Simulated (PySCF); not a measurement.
Predicted microwave data (PBE0/pcSseg-1 in PySCF (dipole) on a GFN2-xTB geometry, gas phase) for one isomer of C5H15NSSi2:

| Property | Result |
| --- | --- |
| Rotational constants | A = 2196, B = 429.7, C = 404.8 MHz |
| Dipole components | \|μa\| = 0.00 D, \|μb\| = 2.23 D, \|μc\| = 0.64 D |
| Inertial defect | -157.67 u·Å² |
| κ | -0.97 |

**Question.** Which structure is it? (One computed conformer of each.)
A. `[NH2:1][SiH2:2][SiH2:3][S:4][CH:5]1[CH2:6][CH2:7][CH2:8][CH2:9]1` with H–N1–Si2–Si3 -171° and 51°, N1–Si2–Si3–S4 175°, Si2–Si3–S4–C5 157°, Si3–S4–C5–C6 -67°, S4–C5–C6–C7 131°, C5–C6–C7–C8 22°, C6–C7–C8–C9 -39°, C7–C8–C9–C5 41°
B. `[CH2:1]=[C:2]([S:3][CH3:4])[Si@H:5]([CH3:6])[CH2:7][SiH2:8][NH2:9]` with C1–C2–S3–C4 5°, C1–C2–Si5–C6 127°, C2–Si5–C7–Si8 174°, Si5–C7–Si8–N9 45°, C7–Si8–N9–H 42° and 180°
C. `[CH2:1]=[CH:2][N:3]([SiH2:4][S:5][SiH3:6])[CH:7]([CH3:8])[CH3:9]` with C1–C2–N3–Si4 0°, C2–N3–Si4–S5 -179°, N3–Si4–S5–Si6 178°, C2–N3–C7–C8 60°
D. `[CH3:1][CH2:2][Si@@H:3]([S:4][SiH2:5][NH2:6])[CH:7]1[CH2:8][CH2:9]1` with C1–C2–Si3–S4 -54°, C2–Si3–S4–Si5 167°, Si3–S4–Si5–N6 47°, S4–Si5–N6–H 179° and 40°, C2–Si3–C7–C8 11°
E. `[CH2:1]=[C:2]([CH3:3])[Si@@H:4]([CH2:5][CH3:6])[S:7][SiH2:8][NH2:9]` with C1–C2–Si4–C5 -75°, C2–Si4–C5–C6 -56°, C2–Si4–S7–Si8 56°, Si4–S7–Si8–N9 -179°, S7–Si8–N9–H 67° and -67°
F. `[CH3:1][CH2:2][Si@@H:3]1[CH2:4][CH2:5][NH:6][Si@@H:7]1[S:8][CH3:9]` with C1–C2–Si3–C4 179°, N6–Si7–S8–C9 171°, C2–Si3–C4–C5 -147°, Si3–C4–C5–N6 45°, C4–C5–N6–Si7 -51°, C5–N6–Si7–S8 154°

**Answer.** A. It is N[SiH2][SiH2]SC1CCCC1, a near-prolate asymmetric top, point group C1. The candidates at the same level (rigid rotor, commonest isotopes):

| SMILES | A (MHz) | B (MHz) | C (MHz) | μa (D) | μb (D) | μc (D) | Δ (u·Å²) | point group | rotor |
| --- | --- | --- | --- | --- | --- | --- | --- | --- | --- |
| C=C(C)[Si@@H](CC)S[SiH2]N | 1500 | 557.8 | 458.6 | 0.34 | 0.58 | 0.19 | -140.94 | C1 | asymmetric top |
| CC[Si@@H]1CCN[Si@@H]1SC | 1052 | 837.5 | 517.7 | 1.06 | 0.38 | 0.61 | -107.45 | C1 | asymmetric top |
| N[SiH2][SiH2]SC1CCCC1 | 2196 | 429.7 | 404.8 | 0.00 | 2.23 | 0.64 | -157.67 | C1 | near-prolate asymmetric top |
| CC[Si@@H](S[SiH2]N)C1CC1 | 1304 | 699.5 | 556.5 | 0.58 | 1.79 | 1.04 | -202.02 | C1 | asymmetric top |
| C=C(SC)[Si@H](C)C[SiH2]N | 2395 | 407.6 | 377.4 | 0.10 | 1.19 | 0.56 | -112.00 | C1 | near-prolate asymmetric top |
| C=CN([SiH2]S[SiH3])C(C)C | 1589 | 541.9 | 447.2 | 0.06 | 0.19 | 0.03 | -120.60 | near Cs | asymmetric top |

`C=C(C)[Si@@H](CC)S[SiH2]N` has A 32 % too low; `C=CN([SiH2]S[SiH3])C(C)C` has A 28 % too low; `CC[Si@@H]1CCN[Si@@H]1SC` has B 95 % too high; `CC[Si@@H](S[SiH2]N)C1CC1` has B 63 % too high; `C=C(SC)[Si@H](C)C[SiH2]N` has A 9 % too high. No structure here is proved a minimum.
